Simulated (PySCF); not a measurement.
Sb(Cl)2(OMe) (CH3Cl2OSb), SMILES [Cl][Sb]([Cl])[O]C. Heavy atoms are numbered as in [Sb:1]([Cl:2])([Cl:3])[O:4][CH3:5]. Hydrogens are named by the atom that carries them.

Geometry: PBE0-D3(BJ)/def2-SVP. The structure was generated by enumeration; whether it is a known compound was not checked. The def2 effective core potentials stand for the cores of Sb; spin–orbit coupling is left out. The values are those of a single conformer.

The numbers are results of PBE/def2-TZVP in PySCF, not measurements.

ESP charges are fitted to the potential on shells at 1.4 to 2.0 van der Waals radii. Atomic charges (e), one atom of each kind:

```csv
atom,ESP fit,Mulliken
Sb1,0.50,0.89
Cl2,-0.19,-0.32
O4,-0.22,-0.44
C5 (CH3),-0.32,-0.21
H on C5,0.13,0.13
```
